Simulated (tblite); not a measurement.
Record of a relaxation.

Compound: C₆H₁₅BrSi.
SMILES with atom numbers: `[CH3:1][CH2:2][CH2:3][CH2:4][Si@H:5]([Br:6])[CH2:7][CH3:8]` (hydrogens: H9, H10, H11 on C1; H12, H13 on C2; H14, H15 on C3; H16, H17 on C4; H18 on Si5; H19, H20 on C7; H21, H22, H23 on C8)

Computed with GFN2-xTB (tblite), gas phase: L-BFGS steps from a force-field or distance-geometry start until the largest atomic force falls under 0.01 eV/Å. 8 of its 216 geometries are shown.

Step 0: E = -716.4671 eV, largest atomic force 1.950 eV/Å
```
atom  x, y, z in Å  |  force x, y, z in eV/Å
C1     -3.648    0.072    0.139   -1.119   0.279   0.766
C2     -2.390    0.123   -0.674    1.118   0.266   0.024
C3     -1.202   -0.377    0.162   -1.086   0.253   0.077
C4      0.081   -0.335   -0.625   -0.307  -0.467  -0.683
Si5     1.425   -0.963    0.498    0.253  -1.526   0.155
Br6     0.495   -1.251    2.545    0.559  -0.192  -0.112
C7      2.846    0.188    0.713    0.927   0.885   1.470
C8      3.129    1.084   -0.468    0.867   0.666  -0.215
H9     -4.339   -0.660   -0.314   -0.013   0.607   0.387
H10    -3.402   -0.281    1.160   -0.361   0.223  -0.492
H11    -4.118    1.097    0.243    0.287  -1.339  -0.224
H12    -2.161    1.163   -0.939   -0.082  -0.224  -0.318
H13    -2.438   -0.499   -1.570   -0.156   0.249  -0.065
H14    -1.126    0.261    1.053   -0.100  -0.050  -0.226
H15    -1.430   -1.399    0.514    0.143   0.325  -0.245
H16     0.257    0.669   -1.026   -0.080  -0.217   0.097
H17    -0.044   -1.027   -1.484    0.213   0.476   0.261
H18     1.925   -2.282    0.018   -0.268   0.218   0.294
H19     2.598    0.860    1.596    0.424  -0.693  -0.741
H20     3.801   -0.342    0.956   -0.859   0.352   0.079
H21     3.776    0.553   -1.191   -0.570   0.286   0.119
H22     2.209    1.455   -0.968    0.860  -0.088   0.370
H23     3.751    1.916   -0.053   -0.652  -0.290  -0.777
```

Step 31: E = -717.0234 eV, largest atomic force 0.139 eV/Å
```
atom  x, y, z in Å  |  force x, y, z in eV/Å
C1     -3.785    0.113    0.079   -0.031   0.019   0.026
C2     -2.436    0.128   -0.648    0.061   0.004  -0.010
C3     -1.304   -0.411    0.226    0.031  -0.025   0.018
C4      0.037   -0.405   -0.510    0.007   0.010  -0.039
Si5     1.548   -1.011    0.476   -0.067  -0.120   0.021
Br6     0.888   -1.612    2.533    0.015  -0.011  -0.035
C7      2.885    0.305    0.750    0.021  -0.013   0.062
C8      3.267    1.099   -0.491   -0.002   0.020  -0.003
H9     -4.465   -0.610   -0.362    0.020  -0.045   0.029
H10    -3.648   -0.144    1.126   -0.019  -0.012   0.017
H11    -4.267    1.086    0.039    0.001   0.022  -0.030
H12    -2.187    1.146   -0.953    0.014   0.058   0.005
H13    -2.496   -0.470   -1.559   -0.004  -0.029  -0.047
H14    -1.239    0.199    1.129    0.033   0.002   0.000
H15    -1.547   -1.429    0.535    0.000  -0.028   0.011
H16     0.242    0.608   -0.861   -0.064   0.033  -0.038
H17    -0.052   -1.027   -1.404   -0.029   0.039  -0.016
H18     2.119   -2.240   -0.081   -0.049   0.022   0.011
H19     2.567    0.994    1.537    0.022   0.027  -0.018
H20     3.770   -0.209    1.131    0.066   0.060   0.049
H21     3.635    0.446   -1.280   -0.018  -0.013   0.022
H22     2.413    1.652   -0.875   -0.010   0.001  -0.027
H23     4.049    1.820   -0.256    0.001  -0.022  -0.010
```

Step 61: E = -717.1177 eV, largest atomic force 0.162 eV/Å
```
atom  x, y, z in Å  |  force x, y, z in eV/Å
C1     -3.741    0.084    0.119   -0.002   0.003  -0.048
C2     -2.407    0.233   -0.603    0.013  -0.005   0.003
C3     -1.287   -0.432    0.191    0.019  -0.001   0.016
C4      0.056   -0.338   -0.526    0.007   0.016  -0.013
Si5     1.535   -1.035    0.448   -0.007   0.138   0.084
Br6     0.875   -1.805    2.441   -0.010  -0.016  -0.016
C7      2.776    0.358    0.795    0.022  -0.015  -0.050
C8      3.267    0.979   -0.509    0.037  -0.019   0.027
H9     -4.099   -0.941    0.060    0.028  -0.014   0.028
H10    -3.625    0.345    1.169   -0.054   0.038  -0.019
H11    -4.494    0.732   -0.322   -0.023   0.008  -0.007
H12    -2.173    1.294   -0.734   -0.016  -0.028   0.030
H13    -2.464   -0.216   -1.598   -0.047   0.011   0.015
H14    -1.214    0.058    1.163   -0.026  -0.025   0.057
H15    -1.538   -1.480    0.366   -0.027  -0.009   0.011
H16     0.256    0.713   -0.744   -0.025   0.026  -0.034
H17    -0.024   -0.840   -1.491    0.019  -0.036  -0.034
H18     2.161   -2.183   -0.193    0.014  -0.092  -0.026
H19     2.328    1.138    1.421    0.034  -0.065  -0.027
H20     3.630   -0.034    1.353   -0.037   0.017  -0.025
H21     3.612    0.208   -1.197    0.052   0.012   0.020
H22     2.470    1.531   -1.006    0.053   0.002   0.044
H23     4.095    1.659   -0.321   -0.025   0.056  -0.034
```

Step 92: E = -717.1472 eV, largest atomic force 0.024 eV/Å
```
atom  x, y, z in Å  |  force x, y, z in eV/Å
C1     -3.784    0.085    0.122    0.006   0.022  -0.001
C2     -2.439    0.235   -0.576    0.004   0.000  -0.001
C3     -1.317   -0.454    0.196    0.002  -0.005   0.008
C4      0.024   -0.328   -0.528    0.009   0.008   0.009
Si5     1.530   -1.006    0.420    0.021  -0.003  -0.004
Br6     0.892   -1.766    2.426   -0.005  -0.003  -0.001
C7      2.823    0.340    0.769   -0.003   0.001   0.000
C8      3.357    0.991   -0.502   -0.002  -0.009   0.005
H9     -4.052   -0.965    0.216   -0.006  -0.002  -0.008
H10    -3.743    0.515    1.120   -0.002  -0.004   0.005
H11    -4.563    0.594   -0.440   -0.002  -0.022   0.010
H12    -2.202    1.298   -0.676   -0.006  -0.002  -0.020
H13    -2.501   -0.186   -1.583   -0.002  -0.008   0.003
H14    -1.249   -0.007    1.190   -0.005   0.003   0.008
H15    -1.563   -1.510    0.331   -0.007  -0.006   0.003
H16     0.192    0.728   -0.754    0.009   0.014  -0.004
H17    -0.048   -0.838   -1.491   -0.003   0.016  -0.002
H18     2.112   -2.186   -0.219   -0.012   0.002  -0.004
H19     2.392    1.110    1.414    0.001   0.011  -0.011
H20     3.656   -0.092    1.327   -0.001  -0.003  -0.005
H21     3.824    0.250   -1.148   -0.003  -0.007  -0.001
H22     2.554    1.468   -1.062    0.011  -0.003  -0.002
H23     4.101    1.750   -0.267   -0.004   0.001   0.011
```

Step 123: E = -717.1533 eV, largest atomic force 0.035 eV/Å
```
atom  x, y, z in Å  |  force x, y, z in eV/Å
C1     -3.811    0.051    0.134    0.007  -0.023  -0.003
C2     -2.478    0.192   -0.589    0.008   0.004  -0.002
C3     -1.328   -0.423    0.205    0.003   0.004  -0.006
C4      0.014   -0.221   -0.499   -0.005   0.005  -0.003
Si5     1.519   -0.977    0.392   -0.024   0.022   0.014
Br6     0.889   -1.798    2.377    0.002   0.007  -0.003
C7      2.838    0.335    0.764    0.000  -0.001   0.000
C8      3.433    0.943   -0.500    0.009  -0.004   0.003
H9     -4.044   -0.999    0.301    0.003   0.007   0.003
H10    -3.776    0.550    1.100    0.005  -0.007  -0.006
H11    -4.611    0.493   -0.454   -0.007   0.000   0.002
H12    -2.270    1.252   -0.758    0.000   0.007  -0.006
H13    -2.539   -0.292   -1.567   -0.011   0.009   0.003
H14    -1.298    0.034    1.197   -0.001  -0.011   0.000
H15    -1.518   -1.490    0.343   -0.003   0.001   0.003
H16     0.176    0.853   -0.631   -0.002  -0.007  -0.001
H17    -0.050   -0.643   -1.505   -0.001   0.000   0.013
H18     2.056   -2.147   -0.300    0.003  -0.010  -0.010
H19     2.404    1.132    1.373    0.001  -0.005   0.012
H20     3.638   -0.107    1.362    0.004   0.012  -0.005
H21     3.935    0.182   -1.094   -0.005  -0.005  -0.007
H22     2.658    1.397   -1.116    0.008  -0.002   0.000
H23     4.160    1.713   -0.252    0.006  -0.001   0.000
```

Step 154: E = -717.1562 eV, largest atomic force 0.017 eV/Å
```
atom  x, y, z in Å  |  force x, y, z in eV/Å
C1     -3.836   -0.009    0.138    0.003   0.015  -0.007
C2     -2.514    0.186   -0.594    0.001  -0.002   0.002
C3     -1.348   -0.411    0.189    0.000  -0.001   0.000
C4     -0.004   -0.145   -0.491   -0.001  -0.006   0.005
Si5     1.495   -0.917    0.395    0.008  -0.009   0.001
Br6     0.869   -1.701    2.396   -0.004   0.004   0.003
C7      2.868    0.342    0.757    0.001   0.002   0.005
C8      3.510    0.902   -0.505   -0.004  -0.007   0.000
H9     -4.027   -1.067    0.306    0.004  -0.002  -0.011
H10    -3.813    0.489    1.105    0.003  -0.003   0.003
H11    -4.658    0.403   -0.442   -0.007  -0.003  -0.002
H12    -2.338    1.255   -0.748   -0.009  -0.007   0.004
H13    -2.569   -0.285   -1.579    0.004   0.007   0.000
H14    -1.341    0.017    1.195   -0.006  -0.009  -0.001
H15    -1.503   -1.488    0.293    0.004   0.010   0.007
H16     0.134    0.936   -0.581    0.001  -0.007   0.010
H17    -0.046   -0.533   -1.511    0.005   0.006  -0.001
H18     1.992   -2.112   -0.288   -0.007   0.012   0.000
H19     2.468    1.167    1.353    0.004  -0.001   0.004
H20     3.638   -0.132    1.370    0.002   0.003   0.002
H21     3.940    0.101   -1.103    0.005   0.005  -0.011
H22     2.776    1.425   -1.116    0.006  -0.005  -0.003
H23     4.304    1.603   -0.255   -0.012   0.000  -0.009
```

Step 184: E = -717.1790 eV, largest atomic force 0.070 eV/Å
```
atom  x, y, z in Å  |  force x, y, z in eV/Å
C1     -3.899   -0.205   -0.044    0.032   0.016   0.017
C2     -2.532    0.246   -0.549    0.008  -0.007   0.004
C3     -1.391   -0.405    0.233    0.022   0.015  -0.005
C4     -0.024    0.093   -0.242   -0.005   0.017  -0.002
Si5     1.456   -0.772    0.582    0.016   0.010  -0.039
Br6     0.924   -1.285    2.694   -0.005   0.036   0.013
C7      3.004    0.328    0.683   -0.018  -0.017  -0.030
C8      3.556    0.743   -0.678    0.002  -0.021   0.029
H9     -4.029   -1.275   -0.195    0.017   0.038   0.023
H10    -4.002    0.007    1.020    0.028  -0.020  -0.051
H11    -4.696    0.316   -0.571    0.030  -0.015  -0.024
H12    -2.451    1.335   -0.464   -0.015  -0.060   0.023
H13    -2.428   -0.009   -1.608   -0.042   0.021   0.029
H14    -1.518   -0.187    1.297    0.023  -0.014  -0.048
H15    -1.441   -1.490    0.110   -0.041   0.008   0.012
H16     0.033    1.175   -0.086   -0.007  -0.040   0.003
H17     0.043   -0.065   -1.323    0.024   0.029   0.032
H18     1.725   -2.084   -0.009    0.002   0.033  -0.014
H19     2.784    1.224    1.274   -0.002  -0.031  -0.057
H20     3.780   -0.210    1.232    0.010   0.008  -0.007
H21     3.858   -0.126   -1.262   -0.019  -0.007   0.067
H22     2.815    1.290   -1.257   -0.034   0.021   0.040
H23     4.428    1.384   -0.553   -0.025  -0.020  -0.015
```

Step 215: E = -717.2007 eV, largest atomic force 0.008 eV/Å
```
atom  x, y, z in Å  |  force x, y, z in eV/Å
C1     -3.861   -0.352   -0.219   -0.004   0.004  -0.001
C2     -2.522    0.330   -0.469   -0.004   0.000   0.002
C3     -1.374   -0.409    0.216    0.000   0.003   0.004
C4     -0.030    0.274   -0.031    0.000   0.005  -0.003
Si5     1.431   -0.641    0.760    0.003   0.003   0.003
Br6     0.992   -0.853    2.943    0.004  -0.001  -0.001
C7      3.064    0.315    0.625   -0.005  -0.005   0.003
C8      3.482    0.561   -0.819   -0.002   0.000   0.005
H9     -3.844   -1.373   -0.596   -0.003  -0.001  -0.001
H10    -4.079   -0.384    0.846    0.001  -0.001   0.000
H11    -4.663    0.186   -0.719    0.003  -0.003   0.004
H12    -2.563    1.357   -0.096    0.002  -0.007  -0.004
H13    -2.332    0.375   -1.544   -0.003   0.006  -0.004
H14    -1.571   -0.455    1.289    0.001  -0.003  -0.004
H15    -1.338   -1.436   -0.157    0.000   0.003   0.000
H16    -0.080    1.299    0.349   -0.001  -0.003  -0.002
H17     0.135    0.351   -1.108    0.001   0.000   0.000
H18     1.547   -2.018    0.280    0.002   0.000   0.005
H19     2.982    1.273    1.145    0.000  -0.006  -0.004
H20     3.850   -0.244    1.137   -0.001   0.003  -0.001
H21     3.593   -0.380   -1.354    0.000   0.004   0.000
H22     2.741    1.165   -1.338    0.000  -0.003  -0.005
H23     4.434    1.087   -0.860    0.004   0.001   0.003
```

**Question.** Summarise the path.

**Answer.** The energy falls by 70.78 kJ/mol from step 0 to step 215; nine tenths of that is first reached at step 67. It rises by more than 0.2 meV at steps 182 and 189. The largest force goes from 1.950 to 0.008 eV/Å. Among the bonds Si5–C7 changes most, from 1.842 to 1.897 Å; the atoms move by 0.871 Å rms after alignment.

**Question.** Follow the three bonds and two angles with the largest change from start to end.

**Answer.** 
| step | E above end (kJ/mol) | largest force (eV/Å) | Si5–C7 (Å) | C1–H11 (Å) | C7–H19 (Å) | C3–C4–Si5 (°) | C7–C8–H23 (°) |
| --- | --- | --- | --- | --- | --- | --- | --- |
| 0 | 70.78 | 1.950 | 1.842 | 1.133 | 1.137 | 106.9 | 104.8 |
| 9 | 26.26 | 0.199 | 1.907 | 1.088 | 1.095 | 110.9 | 111.3 |
| 19 | 21.71 | 0.136 | 1.907 | 1.085 | 1.094 | 113.2 | 109.4 |
| 28 | 17.78 | 0.151 | 1.901 | 1.087 | 1.093 | 116.1 | 110.0 |
| 37 | 16.46 | 0.046 | 1.903 | 1.086 | 1.093 | 116.1 | 110.6 |
| 47 | 15.36 | 0.108 | 1.896 | 1.088 | 1.093 | 115.3 | 111.3 |
| 56 | 10.28 | 0.261 | 1.894 | 1.091 | 1.093 | 114.0 | 111.7 |
| 65 | 7.33 | 0.095 | 1.893 | 1.088 | 1.092 | 115.1 | 111.1 |
| 75 | 5.83 | 0.087 | 1.899 | 1.087 | 1.093 | 114.9 | 111.2 |
| 84 | 5.30 | 0.045 | 1.900 | 1.088 | 1.093 | 115.4 | 110.6 |
| 93 | 5.15 | 0.030 | 1.899 | 1.088 | 1.093 | 115.4 | 110.8 |
| 103 | 4.95 | 0.035 | 1.898 | 1.088 | 1.094 | 115.4 | 110.7 |
| 112 | 4.69 | 0.041 | 1.897 | 1.088 | 1.094 | 115.5 | 110.6 |
| 122 | 4.58 | 0.037 | 1.898 | 1.088 | 1.094 | 115.2 | 110.7 |
| 131 | 4.53 | 0.016 | 1.897 | 1.088 | 1.093 | 115.1 | 110.8 |
| 140 | 4.46 | 0.016 | 1.898 | 1.087 | 1.093 | 115.0 | 110.8 |
| 150 | 4.35 | 0.029 | 1.897 | 1.087 | 1.093 | 114.7 | 110.8 |
| 159 | 4.28 | 0.016 | 1.897 | 1.087 | 1.093 | 114.4 | 110.7 |
| 168 | 4.15 | 0.040 | 1.898 | 1.088 | 1.093 | 114.5 | 110.7 |
| 178 | 3.12 | 0.112 | 1.901 | 1.088 | 1.094 | 114.4 | 110.2 |
| 187 | 1.48 | 0.113 | 1.898 | 1.087 | 1.094 | 114.3 | 110.2 |
| 196 | 0.38 | 0.063 | 1.896 | 1.086 | 1.094 | 113.6 | 111.0 |
| 206 | 0.07 | 0.030 | 1.897 | 1.088 | 1.093 | 113.3 | 110.7 |
| 215 | 0.00 | 0.008 | 1.897 | 1.088 | 1.093 | 113.3 | 110.8 |

The cost below is that of the whole relaxation. Hardware: one thread of an Arm Neoverse N1, no GPU, shared host. Cost: 3.8 s.
